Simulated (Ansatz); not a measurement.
Two isomers of GeH6OSSi: A = `[OH][GeH]([SiH3])[SH]`, B = `O[SiH](S)[GeH3]`.

Program: Ansatz. Geometries: PBE0-D4/def2-TZVP. ΔE: electronic, gas phase. CCSD(T)/CBS adds triple-zeta CCSD(T) − MP2 to the extrapolated MP2 energy (def2 sets, frozen cores). Functionals use def2-TZVPP. B3LYP here is the variant with VWN-RPA as its local correlation; programs differ in this. For Ge outer-core shells are correlated without core-valence functions, which leaves a few kJ/mol of doubt a bond. Scalar relativity is left out up to krypton. Each species was taken in one conformer, which may not be the lowest.

A:

```xyz
10

O     0.082   -1.953    0.517
Ge   -0.599   -0.304    0.511
Si    0.170    0.670   -1.519
S     0.113    0.827    2.295
H    -0.031   -2.388    1.367
H    -2.127   -0.357    0.724
H     1.642    0.840   -1.422
H    -0.476    1.997   -1.682
H    -0.166   -0.199   -2.676
H     1.392    0.865    1.885
```

B:

```xyz
10

O    -1.7479   -0.1166   -1.0784
Si   -0.3046   -0.7236   -0.5605
S    -0.6627   -2.2458    0.8782
Ge    1.0563    1.0017    0.3623
H    -1.7360    0.7357   -1.5179
H     0.4080   -1.4445   -1.6485
H    -1.0915   -1.4000    1.8309
H     0.4876    1.4447    1.7223
H     1.0939    2.2392   -0.5572
H     2.4969    0.5093    0.5686
```

Problem. Which is lower in electronic energy at CCSD(T)/CBS, and by how much? (Best estimate.)

Solution. Ansatz gave: B, by 16.0 kcal/mol.

Problem. Give E(B) − E(A) in kcal/mol with B3LYP, B2PLYP, ωB97M-V, PBE0-D4, CCSD/def2-TZVPP, HF/def2-TZVPP, PBE-D4. (Best estimate.)

Solution. Ansatz gave: B3LYP -14.8, B2PLYP -14.9, ωB97M-V -16.2, PBE0-D4 -15.8, CCSD/def2-TZVPP -14.8, HF/def2-TZVPP -14.2, PBE-D4 -15.0. None reverses the order clearly.

Largest T1 diagnostic: 0.012.

From PBE to PBE0 (25 % exact exchange), in def2-TZVPP and without D4, E(B) − E(A) moves by −0.8 kcal/mol.
